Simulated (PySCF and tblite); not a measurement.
Values are calculated unless marked as measured or tabulated.
Stationary points of C5H7BF2Si at GFN2-xTB, in Å:

Structure A

```
 1 C    -2.501   -0.687    1.805
 2 C    -2.063   -0.238    0.786
 3 C    -1.497    0.322   -0.426
 4 C     0.004    0.226   -0.370
 5 Si    0.741   -1.527   -0.364
 6 C     0.747    1.343   -0.306
 7 B     2.278    1.365   -0.220
 8 F     3.027    0.271   -0.198
 9 F     2.980    2.485   -0.160
10 H    -2.907   -1.081    2.688
11 H    -1.869   -0.251   -1.281
12 H    -1.825    1.362   -0.528
13 H     1.591   -1.680   -1.544
14 H     1.449   -1.762    0.890
15 H    -0.401   -2.443   -0.473
16 H     0.240    2.305   -0.310
```

Structure B

```
 1 C    -2.673   -0.528    1.668
 2 C    -2.145   -0.186    0.650
 3 C    -1.479    0.249   -0.562
 4 C     0.017    0.179   -0.380
 5 Si    0.794   -1.544   -0.298
 6 C     0.744    1.291   -0.268
 7 B     2.288    1.348   -0.059
 8 F     3.151    1.423   -1.056
 9 F     2.861    1.377    1.129
10 H    -3.151   -0.831    2.551
11 H    -1.783   -0.408   -1.383
12 H    -1.798    1.270   -0.794
13 H     0.521   -2.210   -1.577
14 H     2.236   -1.393   -0.097
15 H     0.180   -2.293    0.798
16 H     0.238    2.254   -0.322
```

Geometries: GFN2-xTB; energies: BP86/pcSseg-1 + D3(BJ), IEF-PCM chloroform; zero-point and thermal terms from GFN2-xTB harmonic modes (soft modes blended into free rotors).

Task: Which structure is a saddle point, and along which motion?

Result: B: one imaginary mode (51i cm⁻¹ at GFN2-xTB, mostly on F8, F9, Si5), along the rotation about the B7–C6 bond (torsion F8–B7–C6–C4 from 0° to 180°, rising).

Task: Give their symmetry and energies above the lowest.

Result: A C1, 0.0 kcal/mol; B C1, 4.4 kcal/mol.
